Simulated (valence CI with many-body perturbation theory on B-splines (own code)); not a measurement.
The numbers below are computed, except where a source is named.
# Ladder of approximations for Nd XXXVII

Level of theory: valence CI with perturbative core correlation (CI+MBPT): six valence electrons over a frozen Dirac-Fock core [Ar], radial functions for each j: 7 s, 7 p, 8 d, 6 f, 4 g, 1 h, with the one-electron correlation potential Σ1 (screened to all orders), the two-electron term Σ2, the three-electron term Σ3, Breit, model QED; selected single and double excitations, second order for the rest, scaled by the run's own slope (own B-spline code, finite nucleus).

No measured spectrum was set against this ion. As an estimate, large intervals hold to a few tenths of a per cent, small ones and those within an open d or f shell to about a per cent. Core correlation moves these levels by up to 7300 cm⁻¹, and in measured spectra 5 to 20 % of such shifts remained as error; rates that hang on mixing are uncertain with them. Among the levels kept, up to 1000 cm⁻¹ of a level comes from second order outside the variational space, and about a tenth of that is noise between levels of different J, which matters for small intervals. Only levels of the ground parity were solved; by the run's estimate the other parity begins above the list, which can be wrong where configurations are misplaced.

Each rung adds one term. CI alone is the Dirac-Coulomb CI over the frozen core; QED comes last and gives the full result, which names the levels. Energies are above (3d3/2^4 3d5/2^2) J=4 on the same rung, in eV.

Levels are named by their leading jj configuration (3d3/2^4 stands for four electrons in 3d with j = 3/2), which in mixed levels can hold well under half, so a name can repeat and another be missing. Letters in brackets count levels of one name in rising energy.

| Level | CI alone | Σ1 | Σ2 | Σ3 | Breit | QED | Full |
| --- | --- | --- | --- | --- | --- | --- | --- |
| (3d3/2^4 3d5/2^2) J=2 | 5.606 | +0.0044 | -0.3812 | -0.1455 | +0.3556 | -0.0004 | 5.439 |
| (3d3/2^4 3d5/2^2) J=0 | 15.288 | +0.0434 | -0.3435 | -0.0169 | +0.4524 | +0.0173 | 15.441 |
| (3d3/2^3 3d5/2^3) J=3 [a] | 19.256 | +0.1417 | +0.3090 | +0.1517 | -0.4391 | +0.0703 | 19.489 |
| (3d3/2^3 3d5/2^3) J=4 [a] | 22.584 | +0.1247 | +0.3062 | +0.0358 | -0.5068 | +0.0595 | 22.603 |
| (3d3/2^3 3d5/2^3) J=1 [a] | 22.584 | +0.1459 | +0.1693 | +0.0610 | -0.1727 | +0.0710 | 22.858 |
| (3d3/2^3 3d5/2^3) J=5 | 28.806 | +0.1375 | +0.3103 | -0.0363 | -1.0273 | +0.0642 | 28.254 |
| (3d3/2^3 3d5/2^3) J=6 | 29.137 | +0.1392 | +0.5648 | -0.1811 | -1.4242 | +0.0651 | 28.300 |
| (3d3/2^3 3d5/2^3) J=2 [a] | 33.223 | +0.1446 | -0.2522 | -0.1716 | -0.4027 | +0.0658 | 32.607 |
| (3d3/2^3 3d5/2^3) J=3 [b] | 33.867 | +0.1495 | -0.1171 | +0.0225 | -0.6161 | +0.0684 | 33.374 |
| (3d3/2^3 3d5/2^3) J=2 [b] | 40.953 | +0.2082 | -0.0646 | +0.1264 | -0.5723 | +0.0975 | 40.748 |
| (3d3/2^3 3d5/2^3) J=4 [b] | 42.918 | +0.1731 | -0.0249 | -0.0766 | -0.8100 | +0.0774 | 42.257 |
| (3d3/2^3 3d5/2^3) J=0 | 43.166 | +0.1376 | -0.9780 | +0.1153 | -0.1777 | +0.0573 | 42.321 |
| (3d3/2^3 3d5/2^3) J=1 [b] | 43.078 | +0.1678 | -0.5857 | +0.2113 | -0.1374 | +0.0748 | 42.809 |
| (3d3/2^2 3d5/2^4) J=2 [a] | 46.014 | +0.2394 | +0.0844 | -0.0256 | -0.7082 | +0.1146 | 45.718 |
| (3d3/2^3 3d5/2^3) J=3 [c] | 46.658 | +0.1563 | -0.6216 | +0.0559 | -0.3816 | +0.0668 | 45.934 |
| (3d3/2^2 3d5/2^4) J=0 [a] | 47.520 | +0.2644 | +0.1883 | +0.2590 | -0.6199 | +0.1286 | 47.741 |
| (3d3/2^2 3d5/2^4) J=4 [a] | 50.311 | +0.2773 | +0.5214 | -0.0793 | -1.2932 | +0.1329 | 49.870 |
| (3d3/2^2 3d5/2^4) J=5 | 53.448 | +0.2860 | +0.6232 | -0.0615 | -1.7245 | +0.1362 | 52.707 |
| (3d3/2^2 3d5/2^4) J=3 [a] | 53.599 | +0.2688 | +0.0285 | +0.1103 | -1.0090 | +0.1275 | 53.125 |
| (3d3/2^2 3d5/2^4) J=6 | 56.814 | +0.2872 | +0.8338 | -0.2107 | -2.1515 | +0.1353 | 55.709 |
| (3d3/2^2 3d5/2^4) J=3 [b] | 57.561 | +0.2932 | +0.1852 | +0.0623 | -1.2347 | +0.1381 | 57.005 |
| (3d3/2^2 3d5/2^4) J=1 | 61.839 | +0.2744 | -0.4877 | +0.1201 | -0.8010 | +0.1270 | 61.072 |
| (3d3/2^2 3d5/2^4) J=4 [b] | 63.362 | +0.2830 | -0.0761 | +0.0893 | -1.5194 | +0.1305 | 62.269 |
| (3d3/2^2 3d5/2^4) J=2 [b] | 63.762 | +0.2866 | -0.3520 | -0.1601 | -1.1265 | +0.1323 | 62.542 |
| (3d3/2^2 3d5/2^4) J=2 [c] | 71.373 | +0.2968 | -0.3087 | -0.0035 | -0.8870 | +0.1346 | 70.605 |
| (3d3/2^2 3d5/2^4) J=4 [c] | 73.784 | +0.3168 | -0.1008 | +0.0259 | -1.3239 | +0.1453 | 72.847 |
| (3d3/2 3d5/2^5) J=1 | 74.326 | +0.4177 | +0.5101 | -0.1430 | -1.2838 | +0.2009 | 74.028 |
| (3d3/2 3d5/2^5) J=4 | 85.994 | +0.4118 | +0.3482 | -0.1677 | -1.9154 | +0.1931 | 84.864 |
| (3d3/2^2 3d5/2^4) J=2 [d] | 89.462 | +0.3418 | -1.0884 | +0.2561 | -0.9269 | +0.1543 | 88.199 |
| (3d3/2 3d5/2^5) J=2 | 89.995 | +0.3897 | -0.2397 | -0.0962 | -1.4917 | +0.1773 | 88.735 |
| (3d3/2 3d5/2^5) J=3 | 90.788 | +0.4342 | +0.0698 | +0.0174 | -1.6992 | +0.2033 | 89.814 |

The middle columns are the shifts that each term adds.

How does the ionisation energy move along the ladder, and which term matters most?

CI alone 2510.7, + Σ1 2512.9, + Σ2 2525.2, + Σ3 2525.5, + Breit 2524.7, + QED 2524.8 eV. The largest step is Σ2, 12.3 eV. NIST lists 2525 ± 5 eV (theoretical).
